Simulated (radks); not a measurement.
All-electron atom: the caesium ion Cs2+ in [Kr] 4d10 5s2 5p5.

Method: scalar-relativistic Kohn-Sham, LDA (Slater exchange, Perdew-Wang correlation), spin-polarised, spherical densities, finite nucleus; open shells are filled with parallel spins first (spin-orbit coupling, left out, can overturn this in heavy ions); Fermi nuclear charge, rms radius 4.8041 fm; computed with a radial shooting solver on a logarithmic mesh with Libxc functionals.

Energy parts (eV):
| part | energy |
|---|---|
| total | -211691.59 |
| kinetic | 222969.29 |
| electron-nucleus | -511538.51 |
| Hartree | 81921.34 |
| exchange-correlation | -5043.72 |

Orbitals (lengths in bohr, moments of r in powers of bohr):
orbital	occ.	eigenvalue (eV)	<r^2>	<1/r>	<r>
1s up	1	-35775.59	0.0009266	59.34	0.02613
1s down	1	-35775.54	0.0009266	59.34	0.02613
2s up	1	-5627.458	0.01486	13.63	0.1122
2s down	1	-5627.427	0.01486	13.63	0.1122
2p up	3	-5052.949	0.01178	13.00	0.09824
2p down	3	-5052.904	0.01178	13.00	0.09824
3s up	1	-1183.053	0.1025	4.909	0.2995
3s down	1	-1183.005	0.1025	4.909	0.2995
3p up	3	-998.1021	0.1025	4.664	0.2973
3p down	3	-998.0494	0.1025	4.664	0.2973
3d up	5	-725.7466	0.08851	4.421	0.2737
3d down	5	-725.6969	0.08851	4.421	0.2737
4s up	1	-236.8131	0.5454	2.020	0.6949
4s down	1	-236.7105	0.5452	2.020	0.6948
4p up	3	-177.5831	0.6229	1.857	0.7397
4p down	3	-177.4707	0.6224	1.858	0.7394
4d up	5	-91.3214	0.8151	1.586	0.8366
4d down	5	-91.1631	0.8128	1.587	0.8355
5s up	1	-43.1955	3.249	0.7737	1.701
5s down	1	-42.5386	3.251	0.7746	1.701
5p up	3	-29.2655	4.434	0.6557	1.981
5p down	2	-28.6112	4.467	0.6543	1.987

The highest occupied level is 5p down at -28.611 eV. The density falls to 0.001 e/bohr^3 at r = 3.80 bohr.
